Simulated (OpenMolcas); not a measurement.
**Sb I: effect of the basis set**

```json
{
 "Program": "OpenMolcas",
 "Method": "CASSCF",
 "Active space": "5 electrons in 4 orbitals (5s 5p)",
 "State averaging": "2S+1 = 4 odd, 1 root; 2S+1 = 2 odd, 8 roots; 2S+1 = 4 even, 3 roots",
 "Spin-orbit coupling": "state interaction with AMFI integrals over the reference wave functions, term energies averaged over their components"
}
```

A. ANO-R1 [6s5p3d1f], X2C, finite nucleus; cost about 6 core-seconds
B. ANO-RCC-VDZP [6s5p3d1f], DKH2, point nucleus; cost of the order of 10 core-seconds
C. ANO-R2 [7s6p4d2f1g], X2C, finite nucleus; cost of the order of 10 core-seconds
D. ANO-RCC-VTZP [7s6p4d2f1g], DKH2, point nucleus; cost roughly 8 core-seconds
E. ANO-RCC-VQZP [8s7p5d3f2g], DKH2, point nucleus; cost roughly 9 core-seconds
F. ANO-R3 [8s7p5d3f2g1h], X2C, finite nucleus; cost roughly 20 core-seconds

Energies in cm⁻¹ above 5s² 5p³ ⁴S°_3/2, the measured ground level; measured values from NIST Handbook of Basic Atomic Spectroscopic Data.

```tsv
Level	A	B	C	D	E	F	Measured
5s² 5p³ ⁴S°_3/2	0.0	0.0	0.0	0.0	0.0	0.0	0.0
5s² 5p³ ²D°_3/2	12557	12114	12164	12143	12148	12152	8512
5s² 5p³ ²D°_5/2	13760	13406	13503	13458	13473	13447	9854
5s² 5p³ ²P°_1/2	19206	18648	18775	18678	18700	18679	16395
5s² 5p³ ²P°_3/2	20699	20274	20448	20320	20356	20297	18464
5s 5p⁴ ⁴P_5/2	60984	60904	60970	60910	60922	60998	
5s 5p⁴ ⁴P_3/2	63302	63309	63365	63286	63302	63358	
5s 5p⁴ ⁴P_1/2	64693	64752	64802	64711	64730	64774
```

Deviations, from unrounded energies. A percentage is the sum of absolute deviations over the sum of measured energies, with the sign that they share, or ± where signs differ.

```csv
Against measurement,Levels,A,B,C,D,E,F
mean absolute deviation (cm-1),4,3200,2800,2900,2800,2900,2800
other terms of the ground configuration (%),4,+24.4,+21.1,+21.9,+21.4,+21.5,+21.3
```

B, C, D, E, F lie about equally close to measurement and A furthest from it. The largest miss of B in the table is 5s² 5p³ ²D°_3/2, by +3600 cm-1. The ranking rests on the paired levels alone, and a cruder setting can come out closer through cancelling errors.

Among A to F the level of the table that moves most is 5s² 5p³ ²P°_1/2, by 560 cm-1 (lowest in B, highest in A).

Terms of s pⁿ other than that of highest spin mix with s² pⁿ⁻² d, which this space lacks; all of them can be thousands of cm-1 off, and some have no real level of that name. Measured partners are found by configuration, term and J. A level has none where our copy of the source lacks it or the pairing is in doubt (some pairs that miss far off the trend of their configuration count as doubtful), and it then counts in no deviation. Levels of configurations outside the active space are missing.

° marks odd parity.
